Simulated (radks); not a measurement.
Task: These are the eigenvalues of the occupied orbitals of an atom or ion with whole-number occupations (hartree). Method: Dirac Kohn-Sham, PBE, spin-unpolarised, spherical densities, point nucleus; computed with a radial shooting solver on a logarithmic mesh with Libxc functionals.

1s1/2: -1368.383
2s1/2: -216.3787
2p1/2: -203.8247
2p3/2: -189.7959
3s1/2: -45.84148
3p1/2: -40.57503
3p3/2: -37.86332
3d3/2: -28.62877
3d5/2: -28.05076
4s1/2: -9.16318
4p1/2: -7.24907
4p3/2: -6.68392
4d3/2: -3.55892
4d5/2: -3.46286
5s1/2: -1.44412
5p1/2: -0.94801
5p3/2: -0.87135
6s1/2: -0.27863

Which element is it, and in what charge state? The configuration may be excited. Open shells, if any, fill j = l - 1/2 first.

Result: Z = 56, barium, charge +1: Ba+ in [Xe] 6s1. The list shows which subshells hold electrons but not how many an open one holds; the 1s level, -1368.4 hartree, gives Z - s = 52.3 by -(Z - s)^2/2, which with screening and relativity narrows Z to a few neighbours, and the depths of the outer levels then fix element, charge and occupations together.
